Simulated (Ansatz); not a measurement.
ClH$_{2}$O$_{3}$Si, SMILES `[O][Si](O)(O)Cl` radical. Charge 0, multiplicity 2. Geometry: relaxed with PBE0-D4/def2-TZVP. It is one conformer, not always the lowest.

```xyz
7

O    -1.059   -0.970    1.260
Si   -0.221   -0.228    0.053
O    -1.130    0.853   -0.729
O     1.127    0.544    0.521
Cl    0.186   -1.892   -1.055
H    -0.695    1.644   -1.052
H     1.792    0.048    1.003
```

(1) What is the dipole moment at r2SCAN/def2-TZVPP? (Estimate.)

(2) And with PBE, B3LYP, ωB97M-V? (An estimate is asked.)

(3) Give the Mulliken charges with r2SCAN, B3LYP, ωB97M-V in def2-TZVPP. (Estimate.)

Answers

(1) Computed: 2.69 D, with components (2.27, 1.39, -0.43) D in this frame, pointing from negative to positive charge.

(2) The calculation gave: PBE 2.82 D, B3LYP 2.67 D, ωB97M-V 2.59 D.

(3) Computed: 
| atom | r2SCAN | B3LYP | ωB97M-V |
| --- | --- | --- | --- |
| O1 | -0.29 | -0.28 | -0.26 |
| Si2 | 0.82 | 0.81 | 0.77 |
| O3 | -0.38 | -0.36 | -0.35 |
| O4 | -0.39 | -0.37 | -0.36 |
| Cl5 | -0.20 | -0.20 | -0.18 |
| H6 | 0.22 | 0.20 | 0.20 |
| H7 | 0.22 | 0.20 | 0.19 |

B3LYP here is the variant with VWN-RPA as its local correlation; programs differ in this.
